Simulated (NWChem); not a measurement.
System: MoHO3, doublet; SMILES [O]=[Mo](=[O])[OH]

NWChem input:

```
start job
memory heap 200 mb stack 900 mb global 1100 mb
geometry units angstroms noautoz
  Mo     0.001222    -0.049143    -0.220838
  O      1.458910    -0.791285     0.155670
  O     -1.308935    -1.003489     0.211798
  O     -0.184005     1.792372     0.002970
  H      0.338078     2.501856     0.392353
end
basis spherical
  * library def2-svp
end
ecp
  Mo library def2-ecp
end
dft
  odft
  mult 2
  xc scan
  grid xcoarse
  iterations 150
  mulliken
end
task dft gradient
```

Excerpt of the output:

```
             Northwest Computational Chemistry Package (NWChem) 7.3.0
             --------------------------------------------------------

 C1  symmetry detected

                             Geometry "geometry" -> ""
                             -------------------------

 Output coordinates in angstroms (scale by  1.889725989 to convert to a.u.)

  No.       Tag          Charge          X              Y              Z
 ---- ---------------- ---------- -------------- -------------- --------------
    1 Mo                  42.0000    -0.00279828    -0.04946449    -0.13478655
    2 O                    8.0000     1.38199081    -0.92557201     0.22878202
    3 O                    8.0000    -1.39448180    -0.90914354     0.23754461
    4 O                    8.0000    -0.03939243     1.78987001     0.16701804
    5 H                    1.0000     0.53259527     2.43627288     0.59427760

 Effective nuclear repulsion energy (a.u.)     356.8476406011

                                 NWChem DFT Module
                                 -----------------

 Summary of "ao basis" -> "ao basis" (spherical)
 ------------------------------------------------------------------------------
       Tag                 Description            Shells   Functions and Types
 ---------------- ------------------------------  ------  ---------------------
 Mo                         def2-svp                11       31   5s3p2d1f
 O                          def2-svp                 6       14   3s2p1d
 H                          def2-svp                 3        5   2s1p

            General Information
            -------------------
          SCF calculation type: DFT
          Wavefunction type:  spin polarized.
          No. of atoms     :     5
          No. of electrons :    39
           Alpha electrons :    20
            Beta electrons :    19
          Charge           :     0
          Spin multiplicity:     2
          Use of symmetry is: off; symmetry adaption is: off
          Maximum number of iterations: 150
          AO basis - number of functions:    78
                     number of shells:    32
          Convergence on energy requested:  1.00D-06
          Convergence on density requested:  1.00D-05
          Convergence on gradient requested:  5.00D-04

              XC Information
              --------------
                         SCAN Method XC Functional
                  SCAN metaGGA Exchange Functional  1.000
                        SCAN Correlation Potential  1.000

             Grid Information
             ----------------
          Grid used for XC integration:  xcoarse
          Radial quadrature: Mura-Knowles
          Angular quadrature: Lebedev.
          Tag              B.-S. Rad. Rad. Pts. Rad. Cut. Ang. Pts.
          ---              ---------- --------- --------- ---------
          Mo                  1.45       84           8.0       194
          O                   0.60       21          10.0       194
          H                   0.35       21          10.0       194
          Grid pruning is: on
          Number of quadrature shells:   168
          Spatial weights used:  Erf1

      Superposition of Atomic Density Guess
      -------------------------------------

 Sum of atomic energies:        -301.86472856

      Non-variational initial energy
      ------------------------------

 Total energy =    -291.966314
 1-e energy   =    -714.763305
 2-e energy   =     276.409145
 HOMO         =      -0.157772
 LUMO         =      -0.050684

     ---------------------------------------------
      Total Density - Mulliken Population Analysis
     ---------------------------------------------

    Atom       Charge   Shell Charges
 -----------   ------   -------------------------------------------------------
    1 Mo  14    11.29  -0.39  1.55  0.86  0.36  0.31  5.96  0.17  0.08  1.97  0.33  0.09
    2 O    8     9.10   1.99  1.16  0.75  3.17  2.01  0.01
    3 O    8     9.10   1.99  1.16  0.75  3.18  2.01  0.01
    4 O    8     8.87   1.99  1.10  0.67  3.11  2.00  0.00
    5 H    1     0.63   0.51  0.06  0.06

     --------------------------------------------
      Spin Density - Mulliken Population Analysis
     --------------------------------------------

    Atom       Charge   Shell Charges
 -----------   ------   -------------------------------------------------------
    1 Mo  14     0.98  -0.01  0.02 -0.02  0.24  0.28  0.00  0.00  0.01  0.36  0.09  0.00
    2 O    8     0.01   0.00  0.00 -0.01  0.00  0.01  0.00
    3 O    8     0.01   0.00  0.00 -0.01  0.00  0.01  0.00
    4 O    8     0.00   0.00  0.00 -0.01  0.00  0.00  0.00
    5 H    1    -0.00  -0.00 -0.00  0.00

[...]

                         DFT ENERGY GRADIENTS

    atom               coordinates                        gradient
                 x          y          z           x          y          z
   1 Mo     -0.005288  -0.093474  -0.254710   -0.000385   0.004785   0.008117
   2 O       2.611584  -1.749077   0.432335   -0.001726   0.000980  -0.002892
   3 O      -2.635188  -1.718032   0.448894    0.001730   0.001179  -0.002839
   4 O      -0.074441   3.382364   0.315618    0.001835  -0.004825  -0.001241
   5 H       1.006459   4.603888   1.123022   -0.001454  -0.002119  -0.001145
```

Level: SCAN/def2-SVP with def2 effective core potentials on Mo, spin-unrestricted. Coordinates come from a PBE0/def2-SVP, spin-unrestricted optimisation. The spin multiplicity was typed, not searched, and may not be the lowest. No stability test was run on the SCF state. def2 effective core potentials on Mo; no spin-orbit coupling.
